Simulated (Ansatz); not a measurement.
Frontier orbitals of `O[SiH2]O[SiH2]F`.

Z-matrix (Å, degrees):
```
Si
O 1 1.636
O 1 1.635 2 111.3
H 1 1.482 2 106.5 3 -121.1
H 1 1.478 2 109.7 3 116.4
Si 2 1.618 1 148.5 3 -105.6
H 3 0.958 1 118.5 2 -72.4
F 6 1.593 2 109.0 1 -99.2
H 6 1.477 2 109.1 1 143.7
H 6 1.480 2 110.7 1 18.6
```

Total charge 0; spin multiplicity 1. Geometry: relaxed with PBE0-D4/def2-TZVP. It is one conformer, not always the lowest. Basis def2-TZVPP, Ansatz.

Orbital energies of one run (eV). Highest occupied ones, from the top: -7.86, -8.27, -8.46, -9.17, -9.63, -10.21, -10.48, -11.21, -11.43, -11.55, -12.84, -14.16, -15.54, -26.41. Empty: 0.01, 0.20, 0.33, 1.51, 1.63, 2.12.

Which functional gave them?
A. BLYP
B. HSE06 (plane-wave form)
C. r2SCAN
D. r2SCANh

C. HOMO energies: r2SCAN -7.86, BLYP -7.43, r2SCANh -8.39, HSE06 -8.54 eV.
